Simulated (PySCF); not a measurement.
A species of formula C3H7FO2Si has this rotational fingerprint, computed with PBE0-D3(BJ)/def2-SVP geometry optimisation, gas phase (PySCF 2.14.0):

```
Rotational constants : A = 8723, B = 835.9, C = 777.4 MHz
Dipole components    : |μa| = 1.55 D, |μb| = 0.80 D, |μc| = 0.00 D
Inertial defect      : -12.43 u·Å²
κ                    : -0.99
```

**Question.** Which candidate fits, each taken in the one conformer that was computed?
A. `[O:1]=[C:2]([CH2:3][CH2:4][F:5])[O:6][SiH3:7]` with O1–C2–C3–C4 0°, C2–C3–C4–F5 180°, O1–C2–O6–Si7 0°
B. `[F:1][CH2:2][SiH:3]1[O:4][CH2:5][CH2:6][O:7]1` with F1–C2–Si3–O4 170°, C2–Si3–O4–C5 109°, Si3–O4–C5–C6 25°, O4–C5–C6–O7 -34°, C5–C6–O7–Si3 27°

**Answer.** A. It is O=C(CCF)O[SiH3], a near-prolate asymmetric top, point group Cs. The candidates at the same level (rigid rotor, commonest isotopes):

| SMILES | A (MHz) | B (MHz) | C (MHz) | μa (D) | μb (D) | μc (D) | Δ (u·Å²) | point group | rotor |
| --- | --- | --- | --- | --- | --- | --- | --- | --- | --- |
| FC[SiH]1OCCO1 | 5009 | 1385 | 1220 | 2.07 | 0.80 | 1.04 | -51.38 | C1 | near-prolate asymmetric top |
| O=C(CCF)O[SiH3] | 8723 | 835.9 | 777.4 | 1.55 | 0.80 | 0.00 | -12.43 | Cs | near-prolate asymmetric top |

`FC[SiH]1OCCO1` has B 66 % too high. In the right answer the mirror of this Cs structure is the ab plane, so μc vanishes by symmetry. No structure here is proved a minimum.
